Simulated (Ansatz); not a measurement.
System: GeH (charge 0, doublet). 
Structure (B3LYP-D3(BJ)/def2-TZVP (Ansatz, a program for electronic structure) minimum search):
```xyz
2

Ge     0.0000     0.0000    -0.0487
H      0.0000     0.0000     1.5577
```
Charge 0, spin multiplicity 2.

Quantity: vertical electron affinity (to the triplet state of charge -1; a negative value means that the extra electron is unbound and the number depends on the basis; each state is the SCF solution reached for its spin), in eV. Correlated levels leave the core frozen unless marked. Open shells are spin-unrestricted. Spin-orbit coupling is left out. Frozen are the shells of the preceding noble gas and the d and f shells that filled before the atom's block. No relativistic terms. Anions need diffuse functions: aug- sets have them; def2-D sets add few. Basis-set limits of correlation are two-point, X^-3; Hartree-Fock from the larger set.

CCSD(T)/CBS(aug-cc-pVTZ,aug-cc-pVQZ) (Ansatz) gives 1.25 eV.

Q: Another calculation gave 0.80 eV. Which level was it?
A. r2SCAN/def2-TZVPD (Ansatz)
B. BHLYP/def2-TZVPD (Ansatz)
C. PBE/def2-TZVPD (Ansatz)

A: B, BHLYP/def2-TZVPD (Ansatz). The others give 1.16 (r2SCAN), 0.97 (PBE) eV.
